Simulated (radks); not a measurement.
Results of a calculation; reference values are marked as such.
Q: Species: Dy28+. Configuration: [Kr] 4d2. Level of theory: Dirac Kohn-Sham, BLYP, spin-unpolarised, spherical densities, finite nucleus; open shells fill j = l - 1/2 first; Fermi nuclear charge, rms radius 5.2218 fm (a radial shooting solver on a logarithmic mesh with Libxc functionals). Some entries of the table are withheld. Estimate them.

| orbital | occ. | eigenvalue (eV) | r(max) (bohr) | <r^2> (bohr^2) |
|---|---|---|---|---|
| 1s1/2 | 2 | -54578.86 | 0.01337 | 0.0006095 |
| 2s1/2 | 2 | -9905.078 | 0.07620 | 0.009452 |
| 2p1/2 | 2 | -9470.608 | 0.05739 | 0.006839 |
| 2p3/2 | 4 | -8669.809 | 0.06341 | 0.008062 |
| 3s1/2 | 2 | -2941.172 | 0.2149 | 0.06176 |
| 3p1/2 | 2 | (1) | 0.2022 | 0.05719 |
| 3p3/2 | 4 | (2) | 0.2146 | 0.06380 |
| 3d3/2 | 4 | -2263.748 | 0.1696 | 0.05021 |
| 3d5/2 | 6 | -2226.483 | 0.1731 | 0.05203 |
| 4s1/2 | 2 | -1246.454 | 0.4721 | 0.2655 |
| 4p1/2 | 2 | (3) | 0.4707 | 0.2680 |
| 4p3/2 | 4 | (4) | 0.4919 | 0.2907 |
| 4d3/2 | 2 | -992.5375 | (5) | (6) |
| 4d5/2 | 0 | -982.2989 | (7) | (8) |

A: 
(1) 3p1/2 eigenvalue (eV): -2753.248
(2) 3p3/2 eigenvalue (eV): -2583.752
(3) 4p1/2 eigenvalue (eV): -1168.916
(4) 4p3/2 eigenvalue (eV): -1120.306
(5) 4d3/2 r(max) (bohr): 0.4808
(6) 4d3/2 <r^2> (bohr^2): 0.2897
(7) 4d5/2 r(max) (bohr): 0.4868
(8) 4d5/2 <r^2> (bohr^2): 0.2963
